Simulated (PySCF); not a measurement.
**Correlation energy of Se³⁺ (selenium, charge +3)**

[Ar] 3d10 4s2 4p1, 2P determinant. Computed with PySCF 2.14 in x2c-SVPall, with the spin-free X2C one-electron Hamiltonian (Gaussian nucleus). Frozen: [Ar] 3d10; 3 electrons correlated.

MP2 pair energies summed by pair of shells (mhartree):

```json
{"pair": "4s-4s", "energy": "-20.91", "share (%)": "58.1"}
{"pair": "4s-4p", "energy": "-15.09", "share (%)": "41.9"}
```

Total MP2 correlation energy: -36.00 mhartree.

Same-spin part -2.17 and opposite-spin part -33.83 mhartree; SCS-MP2 scales them by 1/3 and 6/5 to -41.32 mhartree.

```json
{"level": "CCSD", "correlation energy (mhartree)": "-51.79"}
{"level": "(T)", "correlation energy (mhartree)": "-0.42"}
{"level": "CCSD(T)", "correlation energy (mhartree)": "-52.21"}
```

Diagnostics: T1 = 0.0071, D1 = 0.0171, largest double amplitude 0.095.

Cost of the coupled-cluster step: 0.2 s of wall time on 1 thread of Neoverse-N1 (shared host), for 3 correlated electrons.
